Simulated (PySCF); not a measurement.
# Ionisation energy of Re³⁷⁺ by level of theory

Re³⁷⁺ [Kr] 4d2 (3F) → Re³⁸⁺ [Kr] 4d1 (2D), as a difference of total energies. Computed with PySCF 2.14 in an even-tempered Gaussian basis (19 s from 3.7 bohr⁻², ratio 2.5; 14 p from 4.8 bohr⁻², ratio 2.5; 9 d from 4.8 bohr⁻², ratio 2.5; 4 f from 20 bohr⁻², ratio 2.7; 3 g from 29 bohr⁻², ratio 2.7), with the spin-free X2C one-electron Hamiltonian (Gaussian nucleus). Correlated levels: outer shells: [Ar] 3d10 frozen; virtual orbitals above 40 to 60 times the deepest correlated orbital energy dropped. The calculations carry no spin-orbit coupling.

```csv
method,ionisation energy (eV)
UHF,1631.4
LDA,1632.7
PBE,1633.0
PBE0,1633.0
r2SCAN,1633.0
MP2 (outer shells),1631.3
SCS-MP2 (outer shells),1631.3
```

Spin-orbit coupling is strong in these open shells (close to jj coupling). The scalar numbers leave it out and a first-order estimate fails, so it can dominate the gap to the real levels.

Breit and QED terms and the two-electron picture change are absent.

For comparison: 1641 ± 4 eV (theoretical estimate listed by NIST; NIST Atomic Spectra Database, ionization energies).
